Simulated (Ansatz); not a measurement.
Potential energy curve for LiNa, singlet.

- RKS-PBE = Ansatz (a program for electronic structure) with restricted PBE/cc-pVQZ
- UKS-PBE = unrestricted PBE/cc-pVQZ run with Ansatz
- UKS-CAM-B3LYP = unrestricted CAM-B3LYP/cc-pVQZ run with Ansatz
- FCI = full CI/cc-pVQZ, frozen core in Ansatz

Energies relative to the lowest point of each curve near equilibrium, in eV; the last columns give the error against full CI:

```csv
R / Å,RKS-PBE,UKS-PBE,UKS-CAM-B3LYP,FCI,RKS-PBE − FCI,UKS-PBE − FCI,UKS-CAM-B3LYP − FCI
2.35,0.276,0.276,0.233,0.324,-0.049,-0.049,-0.091
2.52,0.119,0.119,0.088,0.149,-0.031,-0.031,-0.062
2.62,0.061,0.061,0.037,0.082,-0.021,-0.021,-0.045
2.74,0.019,0.019,0.005,0.031,-0.012,-0.012,-0.026
2.78,0.011,0.011,0.000,0.019,-0.009,-0.009,-0.019
2.93,0.000,0.000,0.002,0.000,0.000,0.000,0.002
2.98,0.003,0.003,0.009,0.000,0.002,0.002,0.009
3.11,0.021,0.021,0.040,0.014,0.007,0.007,0.026
3.27,0.062,0.062,0.096,0.051,0.011,0.011,0.046
3.37,0.095,0.095,0.139,0.082,0.013,0.013,0.058
3.59,0.181,0.181,0.249,0.164,0.017,0.017,0.084
3.94,0.336,0.330,0.413,0.313,0.023,0.018,0.100
4.37,0.528,0.493,0.559,0.486,0.042,0.007,0.073
4.89,0.734,0.638,0.668,0.647,0.087,-0.008,0.022
5.34,0.880,0.718,0.722,0.737,0.143,-0.019,-0.015
5.81,1.001,0.767,0.754,0.793,0.208,-0.026,-0.040
6.45,1.121,0.797,0.775,0.832,0.289,-0.035,-0.057
7.24,1.214,0.808,0.785,0.851,0.363,-0.043,-0.066
7.97,1.263,0.811,0.789,0.857,0.406,-0.047,-0.069
8.87,1.295,0.811,0.790,0.861,0.434,-0.049,-0.070
```

RKS-PBE is furthest from FCI at 8.87 (0.434 eV, above); its mean absolute error over the points is 0.108 eV.

UKS-PBE is furthest from FCI at 8.87 (-0.049 eV, below); its mean absolute error over the points is 0.021 eV.

UKS-CAM-B3LYP is furthest from FCI at 3.94 (0.100 eV, above); its mean absolute error over the points is 0.049 eV.

The restricted form behind RKS-PBE keeps the bonding electrons paired and can't separate into open-shell fragments. The unrestricted determinant behind UKS-PBE, UKS-CAM-B3LYP is spin-contaminated at 3.94 to 8.87 Å (<S²> up to 1.0, against 0.00 for a pure singlet).
